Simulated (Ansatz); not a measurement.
`O[BH][GaH2]` + `[F][AlH2]` → `O[BH][AlH][F]` + `[GaH3]` at 500 K and 1 bar (formal exchange of groups at a B–Ga bond).

Gas-phase electronic energies from Ansatz, PBE0-D4/def2-TZVP geometries. CCSD(T)/CBS adds triple-zeta CCSD(T) − MP2 to the extrapolated MP2 energy (def2 sets, frozen cores). This one scheme is used for every species. For Ga outer-core shells are correlated without core-valence functions, which leaves a few kJ/mol of doubt a bond. Scalar relativity is left out up to krypton. One conformer a species, not always the lowest.

```json
{"species": "`O[BH][GaH2]`", "CCSD(T)/CBS energy (Eh)": "-2026.31965", "H − E (kJ/mol)": "140.2", "S (J/(mol·K))": "349.9"}
{"species": "`[F][AlH2]`", "CCSD(T)/CBS energy (Eh)": "-343.06661", "H − E (kJ/mol)": "62.3", "S (J/(mol·K))": "268.8"}
{"species": "`O[BH][AlH][F]`", "CCSD(T)/CBS energy (Eh)": "-443.67395", "H − E (kJ/mol)": "133.6", "S (J/(mol·K))": "374.8"}
{"species": "`[GaH3]`", "CCSD(T)/CBS energy (Eh)": "-1925.70545", "H − E (kJ/mol)": "69.3", "S (J/(mol·K))": "243.1"}
```

H − E and S are ideal-gas, rigid-rotor, harmonic terms from PBE0-D4/def2-TZVP, for one conformer and one mirror image of each species. 1 Eh = 2625.50 kJ/mol, R = 8.31446 J/(mol·K).

**Question.** By hand: ΔE, ΔH, ΔS and ΔG.

**Answer.** ΔE = (-443.67395) + (-1925.70545) − (-2026.31965) − (-343.06661) = 0.00686 Eh = 18.0 kJ/mol. Δ(H − E) = 133.6 + 69.3 − 140.2 − 62.3 = 0.4, so ΔH = 18.4 kJ/mol. ΔS = 374.8 + 243.1 − 349.9 − 268.8 = -0.8 J/(mol·K). ΔG = 18.4 − 500 × (-0.8)/1000 = 18.8 kJ/mol.

**Question.** By hand: the equilibrium constant, and the temperature at which ΔG would vanish if ΔH and ΔS stayed fixed.

**Answer.** log₁₀ K = −ΔG/(RT ln 10) = -2.0. ΔH and −TΔS have one sign here, so there is no such temperature. One of them is within its doubt of zero, so this could turn.

The number of gas molecules stays the same, so ΔS is small and ΔH decides. A doubt of 5 kJ/mol in ΔE shifts log₁₀ K by 0.5 here. Other conformers and mirror images would add mixing entropy, several J/(mol·K) or more a flexible species. Modes under 60 cm⁻¹, often nearly free rotors, make the harmonic entropy too high. These are equilibria of isolated gas molecules and say nothing of rates. Largest T1 diagnostic: 0.014 (customary marks: 0.02 for closed shells, 0.045 for open ones).
